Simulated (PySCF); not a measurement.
**Gas-phase XPS of `BB[AsH2]`, computed**

AsB₂H₅.
Numbering: `[BH2:1][BH:2][AsH2:3]`

The calculation used delta-SCF UKS SCAN, pcX-2 on the ionised atom, pcseg-1 elsewhere, spin-free X2C in PySCF 2.14.0. Each binding energy is the total energy of the core-ionised species, with the hole localised on one atom, minus that of the ground state; both are solved self-consistently, so orbital relaxation is included.

Q: Give the core binding energies atom by atom.

A: 
| atom(s) | environment | level | binding energy (eV) | count |
| --- | --- | --- | --- | --- |
| B2 | three-coordinate boron | B 1s | 195.55 | 1 |

Q: Give the binding energy of B 1s of B2 in hartree and in kJ/mol.

A: 195.55 eV = 7.1863 Eh = 18868 kJ/mol.

Q: Which photon wavelength matches the B 1s of B2 threshold?

A: λ = hc/E = 12398.42 eV Å / 195.55 eV = 63.403 Å.

The list is incomplete; no value stands for B 1s of B1 (hole states with ⟨S²⟩ of 1 or more are left out). The unrestricted hole states depart most from a pure doublet (⟨S²⟩ = 0.75; over 0.85 named) for B 1s of B2 (0.94), which makes this value less certain. No level of arsenic is listed. One conformer (not necessarily the lowest) at the PBE0-D3(BJ)/def2-SVP geometry, without solvent, vibrations or thermal averaging.

The values belong to the conformer `[BH2:1][BH:2][AsH2:3]`: H–As3–B2–B1 35°, H–As3–B2–B1 132°.
